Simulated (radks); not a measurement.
Radial electron density D(r) = 4 pi r^2 rho(r) of an atom or ion with 46 electrons. Method: scalar-relativistic Kohn-Sham, PBE, spin-polarised, spherical densities, point nucleus; computed with a radial shooting solver on a logarithmic mesh with Libxc functionals.

r (bohr)  D(r) (e/bohr)
0.001597          2.841
0.00183           3.588
0.002096          4.517
0.002383          5.592
0.00273           6.987
0.003128          8.688
0.003583          10.75
0.004072          13.05
0.004666          15.93
0.005345          19.30
0.006124          23.16
0.00696           27.22
0.007975          31.96
0.009136          37.01
0.01047           42.21
0.0119            47.01
0.01363           51.72
0.01562           55.69
0.01789           58.55
0.02033           59.98
0.0233            60.03
0.02669           58.68
0.03058           56.33
0.03475           53.90
0.03982           52.00
0.04562           51.82
0.05226           54.08
0.0594            58.49
0.06805           64.83
0.07796           71.20
0.08932           75.43
0.1015            75.82
0.1163            71.82
0.1333            64.47
0.1527            56.61
0.1735            51.74
0.1988            51.24
0.2278            54.97
0.2609            59.64
0.2966            61.00
0.3398            56.49
0.3893            46.23
0.446             33.67
0.5069            23.72
0.5807            17.83
0.6653            16.71
0.7622            18.01
0.8663            18.92
0.9925            18.03
1.137             15.28
1.303             11.63
1.481             8.300
1.696             5.416
1.944             3.336
2.227             1.946
2.531             1.108
2.899            0.5662
3.322            0.2636
3.806            0.1093
4.325           0.04189
4.955           0.01281

What is the nuclear charge?

Answer. Z = 47. The innermost maximum, from 1s, lies near gamma/Z bohr with gamma = sqrt(1 - (Z/c)^2) = 0.939, here 0.02 bohr (found: 0.0219), and its height grows with Z. The density is that of the silver ion Ag+ in [Kr] 4d10; the configuration itself is not fixed sharply by these data, and Z only to a few units. D(r) has 4 maxima, at r = 0.0219, 0.0968, 0.290, 0.880 bohr, and minima at 0.0431, 0.188, 0.644 bohr, inside which lie 2.01, 11.14, 28.97 electrons.
